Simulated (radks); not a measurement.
Results of a calculation; reference values are marked as such.
Neutral tin inside a hard spherical wall (all orbitals vanish at R), configuration held at [Kr] 4d10 5s2 5p2 and not refilled when levels cross. Level of theory: scalar-relativistic Kohn-Sham, LDA (Slater exchange, VWN5 correlation), spin-polarised, spherical densities, point nucleus; open shells are filled with parallel spins first (spin-orbit coupling, left out, can overturn this in heavy ions) (a radial shooting solver on a logarithmic mesh with Libxc functionals). Eigenvalues in eV for spin up, with the zero of energy where the potential of the charges vanishes at infinity; a dash marks a level that is unbound or too diffuse for the functional's potential to be trusted. A positive occupied level is held by the wall or, in an anion where self-interaction has pushed it up, behind a barrier. The pressure on the wall is -dE/dV.

R (bohr) = free: E (hartree) -6171.90663; kinetic (hartree) 6442.326; e(4p) -89.468; e(4d) -25.862; e(5s) -11.166; e(5p) -4.244; e(6s, empty) -0.494; e(5d, empty) -; pressure (GPa) 0
R (bohr) = 15: E (hartree) -6171.90663; kinetic (hartree) 6442.326; e(4p) -89.468; e(4d) -25.862; e(5s) -11.166; e(5p) -4.244; e(6s, empty) -0.412; e(5d, empty) 0.857; pressure (GPa) < 0.0001
R (bohr) = 12: E (hartree) -6171.90657; kinetic (hartree) 6442.327; e(4p) -89.461; e(4d) -25.855; e(5s) -11.160; e(5p) -4.238; e(6s, empty) -0.193; e(5d, empty) 1.162; pressure (GPa) 0.00103
R (bohr) = 10: E (hartree) -6171.90611; kinetic (hartree) 6442.331; e(4p) -89.420; e(4d) -25.814; e(5s) -11.128; e(5p) -4.205; e(6s, empty) 0.290; e(5d, empty) 1.607; pressure (GPa) 0.0135
R (bohr) = 8: E (hartree) -6171.90189; kinetic (hartree) 6442.362; e(4p) -89.190; e(4d) -25.589; e(5s) -10.955; e(5p) -4.010; e(6s, empty) 1.782; e(5d, empty) 2.657; pressure (GPa) 0.191
R (bohr) = 6: E (hartree) -6171.86194; kinetic (hartree) 6442.589; e(4p) -88.058; e(4d) -24.486; e(5s) -10.105; e(5p) -2.903; e(6s, empty) 7.282; e(5d, empty) 5.813; pressure (GPa) 3.35
R (bohr) = 4: E (hartree) -6171.38000; kinetic (hartree) 6444.661; e(4p) -82.590; e(4d) -19.261; e(5s) -4.841; e(5p) 4.373; e(6s, empty) 34.365; e(5d, empty) 19.620; pressure (GPa) 104
R (bohr) = 3.5: E (hartree) -6170.84517; kinetic (hartree) 6446.732; e(4p) -79.002; e(4d) -15.873; e(5s) -0.310; e(5p) 10.409; e(6s, empty) 54.084; e(5d, empty) 29.435; pressure (GPa) 296
R (bohr) = 3: E (hartree) -6169.61445; kinetic (hartree) 6451.329; e(4p) -72.895; e(4d) -10.051; e(5s) 8.896; e(5p) 22.199; e(6s, empty) 89.386; e(5d, empty) 46.965; pressure (GPa) 972
R (bohr) = 1.5: E (hartree) -6117.11688; kinetic (hartree) 6621.374; e(4p) 30.198; e(4d) 103.52; e(5s) 272.62; e(5p) 312.11; e(6s, empty) 725.26; e(5d, empty) 369.00; pressure (GPa) 161000
